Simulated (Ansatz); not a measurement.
**Strength of the O–Si bond: C2H8O4Si → C2H5O + Si(OH)3**

Species: C2H8O4Si `CCO[Si](O)(O)O`, singlet; C2H5O (ethoxy radical) `CC[O]`, doublet; Si(OH)3, doublet. 

Shapes, held fixed at every level: PBE0-D4/def2-TZVP. Flexible molecules stand in one conformer, not always the lowest. Programs: Ansatz 0.2.0. Electronic energies: no zero-point or thermal term.

Question: Estimate ΔE of this reaction.

Answer: The highest level, CCSD(T)/CBS estimate, gives ΔE = +554.7 kJ/mol; the levels span +506.2 to +554.7. The column of differences is taken from that level and isn't an error. No measured value is set beside it here. Open shells run unrestricted unless RO is named. The CBS estimate extrapolates MP2 from def2-TZVPP and def2-QZVPP and adds CCSD(T) − MP2 in the triple-zeta set, cores frozen.

```csv
level,kind,ΔE (kJ/mol),less CCSD(T)/CBS estimate
r2SCAN-D4/def2-TZVPP,meta-GGA,+506.2,-48.5
B3LYP-D4/def2-TZVPP,global hybrid,+515.2,-39.5
PBE0-D4/def2-TZVPP,global hybrid,+513.5,-41.2
wB97M-V/def2-TZVPP,range-separated hybrid,+544.7,-10.0
B2PLYP/def2-TZVPP,double hybrid,+524.4,-30.3
CCSD(T)/def2-TZVPP,coupled cluster or CI,+543.2,-11.5
CCSD/def2-TZVPP,coupled cluster or CI,+535.6,-19.1
CCSD(T)/CBS estimate,coupled cluster or CI,+554.7,0.0
```
